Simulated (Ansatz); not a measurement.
This geometry of BFGeH$_{4}$S (8 atoms, charge 0, multiplicity 1) is a first-order saddle point.

Computed with RKS PBE-D4/def2-SVP in Ansatz 0.2.0.

```xyz
8
Properties=species:S:1:pos:R:3
F -2.199 -0.234 1.221
B -0.926 -0.508 0.958
Ge 0.144 0.730 -0.346
S 2.081 -0.269 -0.940
H -0.437 -1.488 1.499
H -0.677 1.147 -1.604
H 0.612 2.036 0.354
H 1.494 -1.472 -1.197
```

Q: Which two structures does it join? (They come from a converged band through this point; their orientation in space is the band's.)

A: No bond is made or broken. The dihedral F1–B2–Ge3–H7 goes from 166 to -6°.

First end point:

```xyz
8
Properties=species:S:1:pos:R:3
F -1.732 -1.296 0.491
B -0.820 -0.458 0.981
Ge 0.110 0.901 -0.264
S 1.749 -0.620 -0.762
H -0.442 -0.624 2.130
H -0.561 1.401 -1.573
H 0.886 2.053 0.421
H 0.903 -1.413 -1.480
```

Last end point:

```xyz
8
Properties=species:S:1:pos:R:3
F -0.826 -0.435 2.220
B -0.882 -0.495 0.894
Ge 0.109 0.890 -0.280
S 1.832 -0.543 -0.733
H -1.413 -1.473 0.387
H -0.551 1.357 -1.606
H 0.799 2.084 0.425
H 1.023 -1.443 -1.362
```

Q: How far does it lie above each of them?

A: 4.8 kJ/mol above the first and 5.2 kJ/mol above the second. This is the barrier of this one path; another mechanism may lie lower.

Run time: 2.2 min on 2 threads of Arm Neoverse V1, on a shared host, peak memory 0.15 GiB.
